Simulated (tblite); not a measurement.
C₇H₉NS.
Cartesian coordinates in Å at the GFN2-xTB level; atoms count from 1:
```xyz
18
C7H9NS angstrom
C     -3.5902   -1.1126   -0.1068
C     -2.4740   -0.4004   -0.2924
C     -2.5197    0.9992   -0.4561
N     -2.5419    2.1378   -0.5902
S     -0.8726   -1.1557   -0.3373
C      0.2232    0.2853   -0.6659
C      1.6438   -0.1914   -0.7575
C      2.4378   -0.3993    0.4973
C      2.7531    0.7549   -0.4021
H     -4.5543   -0.6358   -0.0752
H     -3.5503   -2.1799    0.0171
H      0.0980    0.9937    0.1531
H     -0.1044    0.7433   -1.6006
H      1.8182   -0.8806   -1.5751
H      1.9555   -0.1926    1.4407
H      3.1267   -1.2287    0.5363
H      3.6576    0.7221   -0.9892
H      2.4846    1.7470   -0.0727
```

Method: GFN2-xTB as coded in tblite; computed harmonic values from a numerical Hessian at the method's own geometry, unscaled. This tight-binding method is rough: wavenumbers can miss measured ones by several per cent, in bad cases by 10 to 20. One conformer, not necessarily the lowest.

Harmonic wavenumbers (cm⁻¹): 27.3, 36.4, 73.2, 95.5, 154.8, 229.1, 257.0, 289.0, 361.8, 390.0, 522.7, 533.7, 647.4, 678.2, 735.1, 795.5, 836.4, 855.7, 875.8, 883.6, 906.5, 986.7, 1014.9, 1071.4, 1073.8, 1095.3, 1110.2, 1152.5, 1154.0, 1197.0, 1227.8, 1256.4, 1373.6, 1384.9, 1436.8, 1444.1, 1491.5, 1606.9, 2368.6, 2970.9, 2988.2, 3049.7, 3093.0, 3094.0, 3099.1, 3114.6, 3115.8, 3152.8.

A = 2823, B = 764.1, C = 629.4 MHz; mass 139.046 u (most abundant isotopes); point group C1, symmetry number 1.

Question: Zero-point energy?

Answer: ½Σν̃ = 30655 cm⁻¹ = 87.65 kcal/mol.

Question: Entropy at 298.15 K, 1 bar (ideal gas, RRHO, classical rotation)?

Answer: Translation 40.73, rotation 29.85, vibration 32.75: S = 103.3 cal/(mol K).

Question: And Cp and H(298.15 K) − H(0)?

Answer: Cp = 37.82 cal/(mol K), of which vibrations give 29.87 (their classical limit is 48 R = 95.4); H(298.15 K) − H(0) = 7.05 kcal/mol without the zero-point energy, 4.68 from vibrations.

Question: What must be added to the electronic energy to get the Gibbs energy at 298.15 K and 1 bar?

Answer: ZPE + [H(298.15 K) − H(0)] − T·S = 87.65 + 7.05 − 30.81 = 63.89 kcal/mol.

Question: Which modes carry the vibrational entropy at 298.15 K?

Answer: 27.3 cm⁻¹: 6.02; 36.4 cm⁻¹: 5.45; 73.2 cm⁻¹: 4.07; 95.5 cm⁻¹: 3.54; 154.8 cm⁻¹: 2.61; 229.1 cm⁻¹: 1.89 cal/(mol K); the other 42 give 9.18 together.

Question: Blend soft modes into free rotors: weight 1/[1 + (100 cm⁻¹/ν̃)⁴] for the oscillator and the rest for a rotor with moment μB/(μ + B), μ = h/(8π²ν), B = 10⁻⁴⁴ kg m². What vibrational entropy results?

Answer: 28.27 cal/(mol K) in place of 32.75, which changes −T·S at 298.15 K by +1.34 kcal/mol.

Question: How do the functions run with temperature in this model?

Answer: 
```
 T (K)  S (cal/(mol K))  Cp (cal/(mol K))  H − H(0) (kcal/mol)  G − H(0) (kcal/mol)  ln q(vib)
    50             62.4              14.8                 0.57                -2.55       1.25
   100             74.1              19.5                 1.44                -5.98       2.95
373.15            112.6              45.1                10.16               -31.86      10.55
   500            127.3              55.5                16.57               -47.09      13.81
   750            152.7              69.6                32.35               -82.19      19.94
  1000            174.1              78.6                50.95              -123.11      25.60
```

q(vib) and H(0) count from the zero-point level.

Hindered rotation and anharmonicity are outside this model. Other conformers, if any are populated, would add a mixing term that is left out. The structure is chiral; the term R ln 2 for an equal mix with its mirror image is left out.
